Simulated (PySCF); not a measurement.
## Radial density of S³⁺ (sulfur, charge +3)

MN15, [Ne] 3s2 3p1, 2P determinant. Computed with PySCF 2.14 in an even-tempered Gaussian basis (20 s from 0.028 bohr⁻², ratio 2.5; 14 p from 0.036 bohr⁻², ratio 2.5; 6 d from 0.67 bohr⁻², ratio 2.7; 5 f from 1 bohr⁻², ratio 2.7), with no relativity, point nucleus.

```csv
r (bohr),4πr²ρ (e/bohr),4πr²(ρα − ρβ)
0.00127,0.05450,0.0000
0.00214,0.1496,0.0000
0.00359,0.4026,-0.0001
0.00604,1.047,-0.0001
0.0102,2.573,-0.0003
0.0171,5.758,-0.0006
0.0288,11.07,-0.0003
0.0484,16.71,0.0038
0.0813,17.52,0.0237
0.137,12.90,0.0871
0.230,14.46,0.1644
0.387,16.77,0.0927
0.651,7.117,0.0267
1.10,2.497,0.5658
1.84,1.619,0.5568
3.10,0.1202,0.0573
5.21,0.0002301,0.0002
```
